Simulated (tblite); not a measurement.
Start geometry of `CC(C)C1=CC=[C]C1` [radical] from a force field or distance geometry (Å):
```
atom  x, y, z in Å
C1    -1.4306   -1.1381   -0.8395
C2    -0.9257    0.1914   -0.3162
C3    -1.7245    0.5734    0.8747
C4     0.5519    0.1937   -0.1046
C5     1.4194    0.9398   -0.7812
C6     2.7822    0.6665   -0.3002
C7     2.7458   -0.2312    0.6667
C8     1.3259   -0.6159    0.8892
H9    -1.0605   -2.0074   -0.2656
H10   -2.5542   -1.1029   -0.7005
H11   -1.1652   -1.1599   -1.9211
H12   -1.1689    0.9244   -1.1216
H13   -2.6892    1.0359    0.5335
H14   -1.2561    1.3152    1.5405
H15   -2.0551   -0.3404    1.4243
H16    1.1742    1.6508   -1.5761
H17    3.6803    1.1586   -0.6947
H18    1.0953   -0.3418    1.9336
H19    1.2452   -1.7029    0.7513
```

Problem. What comes out of this run: GFN2-xTB geometry optimisation, gas phase (tblite)?

Solution. 
```
atom  x, y, z in Å
C1    -1.4329   -1.1134   -0.8891
C2    -0.9562    0.2341   -0.3376
C3    -1.6939    0.5698    0.9612
C4     0.5256    0.2381   -0.1390
C5     1.4403    0.9624   -0.8069
C6     2.7853    0.6617   -0.3155
C7     2.6461   -0.2483    0.6367
C8     1.2379   -0.6262    0.8777
H9    -1.2673   -1.9047   -0.1617
H10   -2.4965   -1.0733   -1.1137
H11   -0.8949   -1.3621   -1.8011
H12   -1.1873    1.0096   -1.0777
H13   -2.7612    0.6661    0.7734
H14   -1.3305    1.5093    1.3722
H15   -1.5470   -0.2151    1.6997
H16    1.2496    1.6700   -1.5955
H17    3.6815    1.1167   -0.6911
H18    0.9283   -0.3975    1.8977
H19    1.0633   -1.6879    0.7030
```

The energy falls by 46.5 kJ/mol over 70 L-BFGS steps, the largest force on an atom goes from 2.45 to 0.008 eV/Å, and the atoms move by 0.242 Å rms after alignment. The bond that changes most is C2–C3 (ends: carbon bonded to 3 C and H; carbon bonded to C and 3 H), which lengthens by 0.047 Å. Bonds longer at the end by more than 0.005 Å: 4 of 19; shorter: 13. Among the angles that change most is C7–C8–H18, from 106.1° to 111.7°. Among the dihedrals that turn most is H12–C2–C3–H15, from 144° to 176°. Rotational constants go from 4401, 1349, 1312 to 4249, 1377, 1335 MHz. The orientation of the end geometry is arbitrary; only internal coordinates are fixed.

The run took 0.43 s on one thread, Arm Neoverse V1 (aarch64) (shared host).

Its GFN2-xTB frequencies are all real (lowest 27 cm⁻¹).

One conformer stands for the species.

The numbers are calculated, not measured.
